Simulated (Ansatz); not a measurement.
Geometry optimisation, RKS PBE0-D4/def2-SVP (Ansatz 0.2.0).

Input file:

```yaml
crystal:
  periodic: [false, false, false]
  atoms:
    - { symbol: Ta, position_ang: [-0.46554, 0.256266, 0.044193] }
    - { symbol: Cl, position_ang: [1.919442, 0.782199, -0.210021] }
    - { symbol: O, position_ang: [-0.12403, -0.728923, 1.586826] }
    - { symbol: H, position_ang: [0.322729, -1.524461, 1.899196] }
    - { symbol: O, position_ang: [-0.427855, -0.519541, -1.643693] }
    - { symbol: H, position_ang: [0.163089, -1.300121, -1.766489] }
    - { symbol: F, position_ang: [-0.742161, 2.104284, 0.149288] }
    - { symbol: Cl, position_ang: [-2.788069, 0.02203, 0.275941] }
    - { symbol: O, position_ang: [1.316059, -2.282003, -0.853909] }
    - { symbol: H, position_ang: [1.648639, -3.175417, -1.078359] }
    - { symbol: H, position_ang: [2.118898, -1.716514, -0.773271] }
basis:
  gaussian: { orbitals: def2-SVP }
hamiltonian:
  xc: pbe0
  dispersion: d4
relax:
  f_tol: 0.03
  max_steps: 50
```

Command:

```bash
$ ansatz run input.yaml --threads 4 --pin off --max-ram 5120MiB --backend cpu --events-out ev --progress --plain --runs-dir out
```

Task: Where does it end, and by what steps?

Result: It converged. After 22 steps the energy has fallen by 0.252 eV; H10 moved furthest, 1.72 Å.

```tsv
step	energy less start (eV)	largest force component (eV/Å)	accepted
0	0.0000	0.997	yes
1	-0.0209	0.925	yes
2	-0.0541	0.699	yes
3	-0.0814	0.917	yes
4	-0.1167	0.637	yes
5	-0.1543	0.255	yes
6	-0.1676	0.836	yes
7	-0.2020	0.249	yes
8	-0.1977	0.718	no
9	-0.2188	0.085	yes
10	-0.2257	0.078	yes
11	-0.2311	0.299	yes
12	-0.2356	0.187	yes
13	-0.2406	0.266	yes
14	-0.2434	0.336	yes
15	-0.2491	0.075	yes
16	-0.2400	0.874	no
17	-0.2501	0.086	yes
18	-0.2511	0.118	yes
19	-0.2517	0.104	yes
20	-0.2520	0.049	yes
21	-0.2523	0.032	yes
22	-0.2525	0.016	yes
```

```xyz
11
Properties=species:S:1:pos:R:3
Ta -0.599 0.138 0.210
Cl 1.843 0.039 0.364
O -0.614 -0.334 2.025
H -0.001 -0.694 2.671
O -0.494 -1.242 -0.988
H 0.265 -1.840 -1.312
F -0.320 1.879 -0.434
Cl -2.905 0.432 0.109
O 1.653 -2.427 -1.580
H 1.982 -2.203 -2.459
H 2.132 -1.830 -0.976
```

Whether the end is a true minimum wasn't checked by a vibrational analysis.

The run took 92 s on 4 threads of Arm Neoverse V1, on a shared host, peak memory 0.47 GiB.
